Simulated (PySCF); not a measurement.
C3H6F2Si, SMILES [SiH2]([C@@H]1C[C@@H]1F)F.

Geometry: PBE0-D3(BJ)/def2-SVP. The structure was generated by enumeration; whether it is a known compound was not checked. One conformer was computed; it need not be the lowest.

Computed with TDA-PBE/def2-SVPD (PySCF).

Vertical excitations. 

List the lowest excited states. (An estimate is asked for; the answer gives what the named calculation found.)


| state | energy (eV) | λ (nm) | f | main pairs |
|---|---|---|---|---|
| S1 | 6.58 | 188 | 0.008 | HOMO→LUMO 98 % |
| S2 | 6.85 | 181 | 0.013 | HOMO−1→LUMO 98 % |
| S3 | 7.13 | 174 | 0.001 | HOMO→LUMO+1 99 % |
| S4 | 7.45 | 166 | 0.018 | HOMO−1→LUMO+1 98 % |
| S5 | 7.48 | 166 | 0.003 | HOMO−2→LUMO 55 %, HOMO→LUMO+2 43 % |
| S6 | 7.56 | 164 | 0.013 | HOMO→LUMO+2 54 %, HOMO−2→LUMO 42 % |
| S7 | 7.73 | 160 | 0.005 | HOMO→LUMO+3 60 %, HOMO−3→LUMO 37 % |
| S8 | 7.75 | 160 | 0.004 | HOMO−3→LUMO 61 %, HOMO→LUMO+3 34 % |
| S9 | 7.82 | 159 | 0.013 | HOMO−1→LUMO+2 73 %, HOMO→LUMO+4 21 % |
| S10 | 7.86 | 158 | 0.007 | HOMO→LUMO+4 76 %, HOMO−1→LUMO+2 20 % |
| T1 | 6.36 | 195 | 0 | HOMO→LUMO 99 % |
| T2 | 6.63 | 187 | 0 | HOMO−1→LUMO 98 % |
| T3 | 7.00 | 177 | 0 | HOMO→LUMO+1 98 % |
| T4 | 7.20 | 172 | 0 | HOMO−2→LUMO 97 % |
Triplets are in the Tamm–Dancoff approximation.
